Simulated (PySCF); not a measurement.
dichloro(silylmethyl)silane (CH₆Cl₂Si₂), SMILES [SiH3]C[SiH](Cl)Cl. Atoms are numbered in the order given.

```xyz
11

Si    -1.7219    -1.5604     0.4536
C     -0.3578    -1.2811    -0.8298
Si     0.7247     0.2106    -0.6155
Cl    -0.4376     1.9203    -0.6744
Cl     1.6806     0.1124     1.2160
H     -2.4845    -2.7928     0.0926
H     -2.6565    -0.3988     0.4719
H     -1.1251    -1.7382     1.8084
H     -0.8253    -1.2133    -1.8298
H      0.2980    -2.1715    -0.8443
H      1.7692     0.3411    -1.6610
```
Charge 0, spin multiplicity 1.

Geometry: r2SCAN-D4/def2-SVP. One conformer was computed; it need not be the lowest.

These are PBE/pcSseg-1 (PySCF) values and carry that method's errors.

GIAO shieldings, no solvent; atoms alike by connectivity are averaged. δ = σ(ref) − σ: ²⁹Si against TMS (σ = 335.4 ppm); ¹³C against TMS (σ = 182.0 ppm); ³⁵Cl against HCl (σ = 936.5 ppm); ¹H against TMS (σ = 31.49 ppm), references at their B3LYP-D3(BJ)/def2-TZVP geometries, non-relativistic (without spin–orbit terms, shifts of atoms bonded to Cl or Br come out too high).

```csv
atoms,nucleus,count,δ (ppm)
Si3,²⁹Si,1,31.7
Si1,²⁹Si,1,…
C2,¹³C,1,4.8
"Cl4, Cl5",³⁵Cl,2,…
H11,¹H,1,6.53
"H6, H7, H8",¹H,3,4.45
"H9, H10",¹H,2,…
```

Complete the blanks. (The exact figures need the calculation; the answer reports its results.)


- Cl4, Cl5, δ (ppm): 92.5
- Si1, δ (ppm): -78.6
- H9, H10, δ (ppm): 0.67
